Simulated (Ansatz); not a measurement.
Gas-phase electronic energies from Ansatz, PBE0-D4/def2-TZVP geometries. CBS: MP2 limit from def2 TZ/QZ plus the TZ coupled-cluster correction, frozen cores. Functionals use def2-TZVPP. One conformer a species, not always the lowest.

Reaction (redistribution): `O[SiH2]BO[SiH3]` + `N=C[SiH3]` → `B[SiH2]O` + `N=C([SiH3])O[SiH3]`

`O[SiH2]BO[SiH3]`:

Z-matrix (Å, degrees):
```
Si
B 1 2.034
O 1 1.658 2 113.1
H 1 1.487 2 111.8 3 118.5
H 1 1.498 2 108.4 3 -123.4
O 2 1.350 1 118.6 3 -167.6
H 2 1.212 1 123.0 3 13.4
H 3 0.957 1 117.2 2 -48.6
Si 6 1.661 2 132.5 1 -179.2
H 9 1.485 6 109.8 2 0.3
H 9 1.481 6 107.9 2 -120.3
H 9 1.482 6 107.8 2 120.8
```

`N=C[SiH3]`:

Cartesian coordinates in Å:
```
N -1.383 0.079 -1.007
C -0.727 0.302 0.057
Si 1.054 -0.310 0.204
H -2.329 0.463 -0.952
H -1.165 0.846 0.909
H 1.155 -1.224 1.374
H 1.945 0.854 0.457
H 1.448 -1.009 -1.041
```

`B[SiH2]O`:

Cartesian coordinates in Å:
```
B -0.322 -1.255 -0.474
Si 0.109 0.401 0.571
O 0.861 1.617 -0.262
H -0.287 -1.321 -1.669
H -0.684 -2.235 0.112
H 1.008 0.103 1.716
H -1.203 0.859 1.134
H 0.518 1.832 -1.129
```

`N=C([SiH3])O[SiH3]`:

Cartesian coordinates in Å:
```
N 0.738 0.765 -0.976
C 0.302 -0.163 -0.233
Si 0.876 -1.972 -0.147
O -0.697 0.119 0.624
Si -1.293 1.703 0.641
H 1.488 0.459 -1.587
H -0.260 -2.866 -0.480
H 1.367 -2.268 1.220
H 1.970 -2.137 -1.137
H -0.250 2.668 1.054
H -2.347 1.621 1.680
H -1.893 2.070 -0.660
```

```json
{"level": "PBE0-D4", "ΔE (kJ/mol)": "128.5"}
{"level": "ωB97X-V", "ΔE (kJ/mol)": "129.7"}
{"level": "B2PLYP", "ΔE (kJ/mol)": "138.7"}
{"level": "PBE", "ΔE (kJ/mol)": "128.7"}
{"level": "r2SCAN", "ΔE (kJ/mol)": "127.3"}
{"level": "HF/def2-TZVPP", "ΔE (kJ/mol)": "142.8"}
{"level": "MP2/def2-TZVPP", "ΔE (kJ/mol)": "136.7"}
{"level": "MP2/def2-QZVPP", "ΔE (kJ/mol)": "137.7"}
```

(1) What does CCSD(T)/CBS give? (Best estimate.)

Largest T1 diagnostic among the species: 0.014.

## Answers

(1) Ansatz gave: +139.2 kJ/mol. The listed levels differ from it by -10.7, -9.5, -0.5, -10.5, -11.9, 3.6, -2.5, -1.5 kJ/mol.

In def2-TZVPP, CCSD(T) changes the Hartree–Fock value by −4.7 kJ/mol (the triples alone add −2.4 kJ/mol) and MP2 by −6.1 kJ/mol. The D4 term adds −5.2 kJ/mol with B3LYP and −2.7 kJ/mol with PBE0; it sums over pairs of atoms, weighted by their polarisabilities, and B3LYP, whose exchange is more repulsive, gets the larger term.

B3LYP here is the variant with VWN-RPA as its local correlation; programs differ in this.
